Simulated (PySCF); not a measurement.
Mapped SMILES: `[CH3:1][CH:2]=[C:3]=[CH:4][B:5]([CH3:6])[CH3:7]`. Hydrogens are named by the atom that carries them.

Non-relativistic Hamiltonian, single conformer, averaged over atoms made equivalent by symmetry, fast rotation or ring inversion, in vacuum. Geometry from PBE0-D3(BJ)/def2-SVP; shielding tensors at PBE0/pcSseg-1 (GIAO); PySCF.

Shifts are taken against calculated references (same method and geometry level): 13C (σ = 184.41 ppm), 1H (σ = 31.27 ppm) vs TMS; 11B (σ = 100.73 ppm) against BF3·OEt2.

```tsv
atoms	nucleus	count	δ (ppm)
H(C6)/H(C7)	1H	6	0.85
C3	13C	1	234.5
C6/C7	13C	2	12.9
C4	13C	1	?
H(C1)	1H	3	?
C2	13C	1	85.0
B5	11B	1	76.1
H(C4)	1H	1	5.80
C1	13C	1	?
H(C2)	1H	1	5.20
```

Question: Estimate the values marked ?.

Answer: 
- C4: 97.0 ppm, terminal carbon of a cumulated C=C=C unit
- C1: 15.3 ppm, allylic methyl carbon; aliphatic region, no heteroatom directly attached
- H(C1): 1.76 ppm, hydrogen on an allylic methyl carbon; allylic position

A carbon bonded to boron is broadened by the quadrupolar boron nucleus and is often missing from a measured spectrum. Shifts are as computed. Against solution values, carbons near 30 ppm lie about +2 ppm off and those near 130 ppm about +5 ppm. Of 1309 compounds with measured shifts, 239 miss one by over three times the rms of a fit or turn the order of signals round; such compounds aren't used in these exercises.
